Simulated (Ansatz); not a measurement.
A nudged elastic band was laid between two geometries of F4H4OSiZr (11 atoms, charge 0, multiplicity 1).

Theory: Ansatz 0.2.0, RHF/def2-SVP.

* movable images: 5
* climbing image: yes
* spring: 5.0 eV/Å²
* optimiser: quadratic models (default)
* start path: through a guess of the saddle point
* force threshold: 0.05 eV/Å
* iteration limit: 60
* end points: relaxed

Initial state:

```xyz
11
Properties=species:S:1:pos:R:3
Zr 0.003 0.082 0.012
F 0.320 -0.112 1.904
F 1.810 0.059 -0.606
F -0.596 1.823 -0.500
F -0.714 -1.331 -1.090
O -2.138 -0.282 0.908
Si -3.517 -1.002 0.192
H -3.363 -2.463 0.212
H -4.662 -0.594 1.029
H -3.613 -0.458 -1.166
H -2.138 -0.154 1.850
```

Final state:

```xyz
11
Properties=species:S:1:pos:R:3
Zr -0.231 0.003 -0.344
F -0.490 0.709 2.003
F 1.196 -0.969 0.482
F -0.015 1.898 -0.514
F -0.137 -0.586 -2.155
O -2.029 -0.573 0.178
Si -3.554 -1.209 0.178
H -3.502 -2.662 -0.086
H -4.158 -0.981 1.513
H -4.384 -0.543 -0.847
H -1.305 0.480 2.337
```

Problem. Which bonds break or form, and what moves?

Solution. Bonds broken: O6–H11. Bonds formed: F2–H11.

Problem. What energy profile does the band end with?

Solution. The run converged. The highest image is number 4 of 0 to 6, 1.02 eV above the first end and 0.34 eV above the last; the last end lies 0.68 eV above the first. A vibrational analysis at the climbing image gives one clearly imaginary mode, 1128i cm⁻¹: a first-order saddle point. The orbitals stay closed-shell, which can raise the energy where a bond breaks towards radicals; this wasn't checked here.

```
image  path coordinate (Å)  energy (eV)  O6–H11 (Å)  F2–H11 (Å)
    0                 0.00         0.00        0.95        2.46
    1                 0.84         0.03        0.95        2.38
    2                 1.67         0.09        0.95        2.24
    3                 2.51         0.19        0.96        1.94
    4                 3.34         1.02        1.23        1.10
    5                 4.01         0.72        1.86        0.92
    6                 4.67         0.68        2.51        0.91
```

Problem. What is the geometry of the highest image?

Solution. 
```xyz
11
Properties=species:S:1:pos:R:3:forces:R:3
Zr -0.149 0.126 -0.182 0.00 0.00 0.00
F -0.610 0.626 1.912 0.00 0.00 0.00
F 1.410 -0.848 0.299 0.00 0.00 0.00
F 0.176 1.939 -0.647 0.00 0.00 0.00
F -0.599 -0.648 -1.866 0.00 0.00 0.00
O -2.029 -0.434 0.601 0.01 0.00 -0.01
Si -3.510 -1.173 0.316 0.00 -0.01 0.01
H -3.284 -2.605 0.042 0.00 0.00 0.00
H -4.334 -1.006 1.529 0.00 0.00 0.00
H -4.152 -0.522 -0.840 0.00 0.00 0.00
H -1.528 0.113 1.581 -0.01 0.00 0.00
```

Problem. What are the harmonic wavenumbers there?

Solution. 1128i, 34, 49, 82, 110, 148, 166, 193, 196, 231, 400, 430, 610, 700, 712, 716, 790, 807, 1022, 1038, 1043, 1092, 1240, 1939, 2369, 2375, 2384 cm⁻¹.

Run time: 3.1 min on 4 threads of Arm Neoverse V1 (shared host), peak memory 0.4 GiB.
